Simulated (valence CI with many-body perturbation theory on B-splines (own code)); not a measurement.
# Energy levels of La18+

Computed by valence CI with perturbative core correlation (CI+MBPT): three valence electrons over a frozen Dirac-Fock core [Kr], a basis of 9 s, 9 p, 10 d, 8 f, 5 g, 3 h, 1 i functions for each j, with the one-electron correlation potential Σ1 (screened to all orders), the two-electron term Σ2, the three-electron term Σ3, Breit, model QED; selected single and double excitations, second order for the rest (own B-spline code, finite nucleus).

No measured spectrum was set against this ion. As an estimate, terms of the open shell hold to 2 to 4 % of their energy, and close levels can change places. Only levels of the ground parity were solved; by the run's estimate the other parity begins above the list, which can be wrong where configurations are misplaced.

Levels 1 to 19 of 19, with energies above the lowest level, 4d3 4F_3/2. "Leading %" is the weight of the configuration and term that name the level; weights of strongly mixed levels are sums over their largest components and can fall short. Lifetimes count E1, E2, E3, M1 and M2 decay at the calculated energies, and are blank where another channel may lead or the interval is too uncertain; long ones can be off by a factor of two.

| No. | Configuration | Term | J | E (cm⁻¹) | Leading % | g | Lifetime | Second component |
| --- | --- | --- | --- | --- | --- | --- | --- | --- |
| 1 | 4d3 | 4F | 3/2 | 0.0 | 78 | 0.512 |  | 18 % 4d3 2D |
| 2 | 4d3 | 4F | 5/2 | 18270 | 93 | 1.038 | 4.60 ms | 6 % 4d3 2D |
| 3 | 4d3 | 4F | 7/2 | 31022 | 78 | 1.168 | 15.0 ms | 19 % 4d3 2G |
| 4 | 4d3 | 4P | 3/2 | 36030 | 48 | 1.372 | 3.40 ms | 32 % 4d3 2P |
| 5 | 4d3 | 4F | 9/2 | 37717 | 44 | 1.170 | 212 ms | 38 % 4d3 2G |
| 6 | 4d3 | 4P | 1/2 | 42026 | 71 | 2.089 | 12.8 ms | 29 % 4d3 2P |
| 7 | 4d3 | 2G | 7/2 | 58762 | 75 | 0.971 | 1.38 ms | 21 % 4d3 4F |
| 8 | 4d3 | 2H | 9/2 | 61450 | 54 | 1.094 | 2.31 ms | 42 % 4d3 4F |
| 9 | 4d3 | 4P | 5/2 | 62463 | 88 | 1.542 | 4.40 ms | 9 % 4d3 2D |
| 10 | 4d3 | 2D | 3/2 | 71666 | 45 | 1.170 | 727 μs | 40 % 4d3 4P |
| 11 | 4d3 | 2P | 1/2 | 75977 | 71 | 1.244 | 1.45 ms | 29 % 4d3 4P |
| 12 | 4d3 | 2H | 11/2 | 80077 | 100 | 1.089 | 4.67 ms |  |
| 13 | 4d3 | 2D | 5/2 | 87075 | 92 | 1.202 | 1.54 ms | 5 % 4d3 4F |
| 14 | 4d3 | 2G | 9/2 | 95955 | 59 | 1.085 | 893 μs | 27 % 4d3 2H |
| 15 | 4d3 | 2F | 5/2 | 96008 | 83 | 0.933 | 2.43 ms | 12 % 4d3 2D |
| 16 | 4d3 | 2F | 7/2 | 99168 | 93 | 1.126 | 2.45 ms | 6 % 4d3 2G |
| 17 | 4d3 | 2P | 3/2 | 105920 | 57 | 1.192 | 732 μs | 30 % 4d3 2D |
| 18 | 4d3 | 2D | 3/2 | 144320 | 98 | 0.812 | 659 μs |  |
| 19 | 4d3 | 2D | 5/2 | 149290 | 80 | 1.165 | 372 μs | 14 % 4d3 2F |

Names give the largest LS component (configuration and term), which can be under half, so a name can repeat, a term be missing and a line seem to break the LS rules; names also repeat where a configuration has a term twice.

The ionisation energy to 4d2 3F_2 of the next ion comes out as 499.1 eV (NIST: 498 ± 3 eV (theoretical)). All 19 levels together are meant to be complete up to 155260 cm⁻¹.
